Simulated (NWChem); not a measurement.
System: CH$_{4}$AlFS; SMILES C[S][AlH][F]

Here is an NWChem input.

```
start job
memory heap 200 mb stack 900 mb global 1100 mb
geometry units angstroms noautosym nocenter noautoz
  Al     0.454434    -0.950036     0.000000
  F     -0.379875    -2.389164     0.000000
  H      2.030676    -0.955374     0.000000
  S     -0.694528     0.884629     0.000000
  C      0.666190     2.110163     0.000000
  H      1.660101     1.639133     0.000000
  H      0.573705     2.739992     0.894719
  H      0.573705     2.739992    -0.894719
end
basis spherical
  * library 6-31g*
end
dft
  xc hfexch
  iterations 150
  mulliken
end
task dft energy
esp
  recalculate
  probe 0.07
  range 0.3
  factor 1.0
  spacing 0.02
end
task esp
```

Excerpt of the output:

```
             Northwest Computational Chemistry Package (NWChem) 7.3.0
             --------------------------------------------------------

                             Geometry "geometry" -> ""
                             -------------------------

 Output coordinates in angstroms (scale by  1.889725989 to convert to a.u.)

  No.       Tag          Charge          X              Y              Z
 ---- ---------------- ---------- -------------- -------------- --------------
    1 Al                  13.0000     0.45443400    -0.95003600     0.00000000
    2 F                    9.0000    -0.37987500    -2.38916400     0.00000000
    3 H                    1.0000     2.03067600    -0.95537400     0.00000000
    4 S                   16.0000    -0.69452800     0.88462900     0.00000000
    5 C                    6.0000     0.66619000     2.11016300     0.00000000
    6 H                    1.0000     1.66010100     1.63913300     0.00000000
    7 H                    1.0000     0.57370500     2.73999200     0.89471900
    8 H                    1.0000     0.57370500     2.73999200    -0.89471900

 Effective nuclear repulsion energy (a.u.)     197.5306341669

  xc_inp: hfexch multiplicative factor not found.

                                 NWChem DFT Module
                                 -----------------

 Summary of "ao basis" -> "ao basis" (spherical)
 ------------------------------------------------------------------------------
       Tag                 Description            Shells   Functions and Types
 ---------------- ------------------------------  ------  ---------------------
 Al                          6-31g*                  8       18   4s3p1d
 F                           6-31g*                  6       14   3s2p1d
 H                           6-31g*                  2        2   2s
 S                           6-31g*                  8       18   4s3p1d
 C                           6-31g*                  6       14   3s2p1d

            General Information
            -------------------
          SCF calculation type: DFT
          Wavefunction type:  closed shell.
          No. of atoms     :     8
          No. of electrons :    48
           Alpha electrons :    24
            Beta electrons :    24
          Charge           :     0
          Spin multiplicity:     1
          Use of symmetry is: off; symmetry adaption is: off
          Maximum number of iterations: 150
          AO basis - number of functions:    72
                     number of shells:    36
          Convergence on energy requested:  1.00D-06
          Convergence on density requested:  1.00D-05
          Convergence on gradient requested:  5.00D-04

              XC Information
              --------------
                     Hartree-Fock (Exact) Exchange  1.000

      Superposition of Atomic Density Guess
      -------------------------------------

 Sum of atomic energies:        -778.33984798

      Non-variational initial energy
      ------------------------------

 Total energy =    -779.375980
 1-e energy   =   -1470.824207
 2-e energy   =     493.917593
 HOMO         =      -0.305221
 LUMO         =       0.013532

     ---------------------------------------------
      Total Density - Mulliken Population Analysis
     ---------------------------------------------

    Atom       Charge   Shell Charges
 -----------   ------   -------------------------------------------------------
    1 Al  13    11.90   2.00  2.00  5.97  0.75  0.68  0.23  0.11  0.14
    2 F    9     9.73   2.00  0.95  3.53  1.02  2.23  0.01
    3 H    1     1.08   0.45  0.64
    4 S   16    16.36   2.00  2.00  5.98  1.32  3.12  0.50  1.41  0.03
    5 C    6     6.64   2.00  0.70  1.89  0.73  1.29  0.03
    6 H    1     0.76   0.46  0.30
    7 H    1     0.76   0.47  0.30
    8 H    1     0.76   0.47  0.30

[...]

                     NWChem Electrostatic Potential Fit Module
                     -----------------------------------------

 Atom parameters

 Number of atoms is                                    8
 Number of basis functions is                         72

 Grid parameters

 Maximum number of grid points is                  37125
 Number of grid points is                          37124
 Grid range                                     0.300000 nm
 Grid spacing                                   0.020000 nm
 Probe radius                                   0.070000 nm
 Atom radius factor                             1.000000

 Atomic radii

    1    0.100000
    6    0.147000
    9    0.128000
   13    0.195000
   16    0.174000
 FASTESP  F
  using M.O. file = ./job.movecs

    Atom              Coordinates                           Charge

                                                  ESP

    1 Al    0.045443   -0.095004    0.000000    1.031802
    2 F    -0.037988   -0.238916    0.000000   -0.462849
    3 H     0.203068   -0.095537    0.000000   -0.268366
    4 S    -0.069453    0.088463    0.000000   -0.456232
    5 C     0.066619    0.211016    0.000000    0.094548
    6 H     0.166010    0.163913    0.000000   -0.021651
    7 H     0.057371    0.273999    0.089472    0.041213
    8 H     0.057371    0.273999   -0.089472    0.041534
                                            ------------
                                                0.000000

 Dipole moment                                  1.160997

 Quadrupole moment Qxx                         -7.401643
                   Qyy                         -1.355455
                   Qzz                          8.757098

 RMS deviation kJ/mol                           0.081638

 RRMS %                                        30.345997
```

Level: Hartree-Fock/6-31G* (spherical d). The geometry was optimised at PBE0/def2-SVP.
